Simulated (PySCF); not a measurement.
# `C[C@H]1[CH2][Ge@H]([AsH2])[CH2]1`, C4H11AsGe

Geometry (Å), atoms numbered from 1 in this order:
```xyz
17

C    -2.1371    0.5542   -0.2559
C    -0.9915   -0.4371   -0.3845
C     0.2084    0.2057   -1.1026
Ge    1.1136    0.5022    0.6640
As    3.4165   -0.1505    1.0334
C    -0.3964   -0.7720    0.9960
H    -2.9583    0.1220    0.3130
H    -1.7921    1.4505    0.2579
H    -2.5116    0.8388   -1.2377
H    -1.3540   -1.3301   -0.9056
H    -0.0613    1.0424   -1.7430
H     0.7452   -0.5241   -1.7101
H     0.8084    1.8969    1.2410
H     3.8419    0.6636   -0.1561
H     3.2058   -1.3269    0.1239
H    -0.0530   -1.8066    1.0379
H    -1.0914   -0.6181    1.8187
```

Computed with GIAO BHandHLYP/pcSseg-1 magnetisability, rotational g tensor and spin-rotation constants, non-relativistic, gas phase in PySCF 2.14.0. Geometry: GFN2-xTB.

The calculation is non-relativistic, which matters for the atoms heavier than Zn.

Problem. What are the magnetisability and the molar susceptibility?

Solution. Isotropic -1730 × 10⁻³⁰ J/T², or -104.2 × 10⁻⁶ cm³/mol; principal values -1831, -1777, -1582 × 10⁻³⁰ J/T², anisotropy 227 × 10⁻³⁰ J/T² (root of half the summed squared differences of the principal values). The susceptibility is in cgs units.

Problem. Split it along the inertial axes a, b, c into diamagnetic and paramagnetic parts about the centre of mass, with the quadrupole moment.

Solution. 
```tsv
axis	χ (10⁻⁶ cm³/mol)	diamagnetic (10⁻⁶ cm³/mol)	paramagnetic (10⁻⁶ cm³/mol)	summed x² of all electrons (Å²)	quadrupole Θ (D Å)
a	-106.0	-380.5	274.5	382.4	-2.10
b	-109.7	-1801.2	1691.5	47.6	+0.69
c	-96.8	-1824.4	1727.6	42.1	+1.41
```
Anisotropies 2χaa − χbb − χcc = -5.6 and 2χbb − χaa − χcc = -16.6 × 10⁻⁶ cm³/mol. Θ is traceless in Buckingham's convention.

Problem. And the rotational g tensor?

Solution. 
| axis | rotational constant (GHz) | g | nuclear part | electronic part |
| --- | --- | --- | --- | --- |
| a | 5.2767 | -0.0190 | 0.6615 | -0.6805 |
| b | 0.6784 | -0.0018 | 0.5373 | -0.5391 |
| c | 0.6720 | -0.0060 | 0.5394 | -0.5454 |

Asymmetric top; isotopes 75As, 12C, 74Ge, 1H; no vibrational averaging.
